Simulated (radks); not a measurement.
Question: The mean radii <r> (bohr) of the occupied orbitals of an atom or ion are listed with their occupations. Calculated with a radial shooting solver on a logarithmic mesh with Libxc functionals: Dirac Kohn-Sham, PBE, spin-unpolarised, spherical densities, finite nucleus; Fermi nuclear charge, rms radius of each element as measured or else 0.836 A^(1/3) + 0.57 fm.

| orbital | occ. | <r> |
|---|---|---|
| 1s1/2 | 2 | 0.03609 |
| 2s1/2 | 2 | 0.1577 |
| 2p1/2 | 2 | 0.1346 |
| 2p3/2 | 4 | 0.1391 |
| 3s1/2 | 2 | 0.4430 |
| 3p1/2 | 2 | 0.4386 |
| 3p3/2 | 4 | 0.4491 |
| 3d3/2 | 4 | 0.4310 |
| 3d5/2 | 6 | 0.4345 |
| 4s1/2 | 2 | 1.161 |
| 4p1/2 | 2 | 1.284 |
| 4p3/2 | 4 | 1.315 |
| 4d3/2 | 4 | 2.053 |

Name the element and its charge. Open shells, if any, fill j = l - 1/2 first.

Answer: Z = 41, niobium, charge +1: Nb+ in [Kr] 4d4. The 1s radius gives Z: for a bare nucleus <r> = (2 gamma + 1)/(2Z) with gamma = sqrt(1 - (Z/c)^2), 0.03547 bohr for Z = 41, and screening makes it slightly larger (0.03609 here). The occupations add up to 40, and the charge is Z minus that.
